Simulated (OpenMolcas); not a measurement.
# Xe5+: the spin-orbit constant, worked from levels

```
Program             : OpenMolcas
Basis               : ANO-RCC-VTZP [7s6p4d2f1g]
Scalar Hamiltonian  : DKH2, point nucleus
Active space        : 3 electrons in 9 orbitals (RAS2 5s 5p; RAS3 5d, at most 2 electrons)
State averaging     : 2S+1 = 4 odd, 1 root; 2S+1 = 2 odd, 11 roots; 2S+1 = 4 even, 3 roots; 2S+1 = 2 even, 9 roots
Spin-orbit coupling : state interaction with AMFI integrals over the reference wave functions, term energies averaged over their components
```

Methods: RASSCF; MS-RASPT2, IPEA 0.25 Eh, imaginary shift 0.1 Eh (closed shells correlated: 4d). Measured levels: Saloman, J. Phys. Chem. Ref. Data 33, 765 (2004).

**The spin-orbit constant.** For the Hund term 2P* of p1, E(J) = (A/2) J(J+1) + constant and ζ = 2S·A = A. From J = 1/2 to J = 3/2 the energy changes by 1.5 A.

```csv
Source,E(3/2) - E(1/2),A,ζ
RASSCF,13696.9,9131.3,9131
MS-RASPT2,13784.2,9189.5,9189
measured,15599.0,10399.3,10399
```

All in cm-1. MS-RASPT2 is off by -11.6 % and RASSCF by -12.2 %. Both methods take the spin-orbit matrix elements from the reference wave functions, so the second can move ζ only through the term energies and any multistate remixing.

Active for correlation alone: 5d; no level in the range computed is led by a configuration that fills it, so any true level of that kind is missing. Measured partners are found by configuration, term and J. A level has none where our copy of the source lacks it or the pairing is in doubt (some pairs that miss far off the trend of their configuration count as doubtful), and it then counts in no deviation. Levels of configurations outside the active space are missing.

* marks odd parity.
